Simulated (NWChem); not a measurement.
Molecule: SiNH₂ClF₂; SMILES N[Si](F)(F)Cl

```xyz
7

N      1.4605    -1.1552    -0.0465
Si    -0.0152    -0.3422    -0.0011
F     -0.8811    -0.7549    -1.2858
F     -0.7973    -0.7687     1.3319
Cl     0.0541     1.6997     0.0025
H      2.0037    -1.2227    -0.8984
H      2.0244    -1.2699     0.7868
```
Atoms are numbered in this order, from 1.

All runs: NWChem. Structure relaxed at the PBE0/def2-SVP level. Atomic charges in e: unrestrained fits to the electrostatic potential beside Mulliken populations; buried atoms are poorly determined by the fit.

Predict the results for B3LYP/def2-SVP. Quantities: ESP N1; Mulliken N1; ESP Si2; Mulliken Si2; ESP F3; Mulliken F3; ESP F4; Mulliken F4; ESP Cl5; Mulliken Cl5; relative RMS misfit of the potential (%).

The ESP N1 is -0.87, the Mulliken N1 comes out as -0.35 and the ESP Si2 comes out as 1.02. The Mulliken Si2 is 0.94. The ESP F3 comes out as -0.30 and the Mulliken F3 is -0.32. The ESP F4 is -0.30, the Mulliken F4 is -0.32 and the ESP Cl5 is -0.24. The Mulliken Cl5 is -0.24 and the relative RMS misfit of the potential (%) comes out as 22.
